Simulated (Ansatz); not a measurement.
A nudged elastic band was laid between two geometries of BFH3N + H2O (9 atoms, charge 0, multiplicity 1).

Computed with RKS PBE0/6-31G* (Ansatz 0.2.0).

```json
{
 "movable images": "5",
 "climbing image": "yes",
 "spring": "5.0 eV/Å²",
 "optimiser": "quadratic models (default)",
 "start path": "through a guess of the saddle point",
 "force threshold": "0.05 eV/Å",
 "iteration limit": "60",
 "end points": "relaxed"
}
```

Initial state:

```xyz
9
Properties=species:S:1:pos:R:3
B 0.089 -0.373 0.280
N 0.084 -0.312 1.685
H -0.742 -0.510 2.228
H 0.939 -0.296 2.223
F 1.246 -0.294 -0.375
H -0.933 -0.510 -0.331
O -0.445 2.599 0.662
H -1.333 2.451 0.315
H -0.302 1.845 1.255
```

Final state:

```xyz
9
Properties=species:S:1:pos:R:3
B -0.190 0.479 0.222
N 0.114 0.123 1.823
H -0.752 0.060 2.353
H 0.641 -0.741 1.927
F 1.084 0.425 -0.339
H -0.926 -0.410 -0.183
O -0.756 1.781 0.356
H -1.281 1.991 -0.421
H 0.667 0.891 2.204
```

(1) Which bonds break or form, and what moves?

(2) What energy profile does the band end with?

(3) What is the geometry of the highest image?

(4) What are the harmonic wavenumbers there?

The band took 12 iterations and of the order of 110 core-seconds.

Results:

(1) Bonds broken: O7–H9. Bonds formed: B1–O7, N2–H9. BFH3N + H2O becomes BFH5NO.

(2) It converged. The highest image is number 2 of 0 to 6, 0.40 eV above the first end and 1.15 eV above the last; the last end lies 0.75 eV below the first. A vibrational analysis at the climbing image gives one clearly imaginary mode, 1149i cm⁻¹: a first-order saddle point. The orbitals stay closed-shell, which can raise the energy where a bond breaks towards radicals; this wasn't checked here.

```csv
image,path coordinate (Å),energy (eV),O7–H9 (Å),B1–O7 (Å),N2–H9 (Å)
0,0.00,0.00,0.97,3.04,2.23
1,0.74,0.09,0.97,2.32,2.04
2,1.49,0.40,1.16,1.62,1.38
3,2.08,-0.47,1.84,1.46,1.04
4,2.68,-0.70,2.28,1.42,1.02
5,3.28,-0.73,2.34,1.43,1.02
6,3.87,-0.75,2.50,1.43,1.02
```

(3) 
```xyz
9
Properties=species:S:1:pos:R:3:forces:R:3
B -0.052 0.215 0.256 0.00 -0.02 0.00
N -0.012 0.065 1.814 0.03 0.00 0.00
H -0.717 -0.522 2.242 -0.01 0.01 -0.01
H 0.903 -0.170 2.187 -0.01 0.00 0.00
F 1.146 -0.028 -0.342 0.00 0.01 0.00
H -1.040 -0.249 -0.266 0.00 0.01 0.00
O -0.242 1.820 0.420 -0.03 -0.03 0.02
H -1.129 2.081 0.135 0.01 0.02 -0.01
H -0.254 1.387 1.497 0.00 0.02 0.01
```

(4) 1149i, 291, 362, 424, 628, 654, 721, 818, 848, 905, 1003, 1097, 1151, 1306, 1578, 1638, 1961, 2561, 3565, 3670, 3831 cm⁻¹.

Run time: 110 s on 1 thread of AMD EPYC 7R43 64-Core Processor (Zen 3), with other jobs on the host, peak memory 0.14 GiB.
